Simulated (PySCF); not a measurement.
BH₃, SMILES B (connectivity only; charge and spin as stated), charge +1, multiplicity 2.

Geometry: r2SCAN-D4/def2-TZVPD. The spin state was assumed, not searched. The isomer is the one that the SMILES or the coordinates give; other isomers of the formula were not compared.

Calculation: PySCF 2.14.0 with TDA-PBE/def2-TZVPD.

Vertical excitations. 

Problem. Give excitation energies, oscillator strengths and character. (Estimate from the structure and the level; the computed values follow.)

Solution. 
```
state    energy (eV)  λ (nm)      f                                                    main pairs
-------  -----------  ------  -----  ------------------------------------------------------------
root 1          3.88     320  0.000                                              β HOMO→LUMO 99 %
root 2          4.39     283  0.000                                             α HOMO→LUMO 100 %
root 3          5.97     208  0.000                        α HOMO−1→LUMO 53 %, β HOMO→LUMO+1 46 %
root 4          7.29     170  0.020                        α HOMO−1→LUMO 46 %, β HOMO→LUMO+1 53 %
root 5          8.02     155  0.098                       α HOMO−1→LUMO+2 5 %, β HOMO−1→LUMO 91 %
root 6          9.58     129  0.009                      α HOMO−2→LUMO 31 %, β HOMO−1→LUMO+1 67 %
root 7          9.63     129  0.009                                            α HOMO→LUMO+1 98 %
root 8         10.16     122  0.124                                            α HOMO→LUMO+2 92 %
root 9         11.25     110  0.006                      α HOMO−1→LUMO+1 56 %, β HOMO→LUMO+2 40 %
root 10        11.60     107  0.001  α HOMO−1→LUMO+2 58 %, α HOMO→LUMO+3 10 %, β HOMO→LUMO+3 29 %
```
Unrestricted roots are not spin-pure.
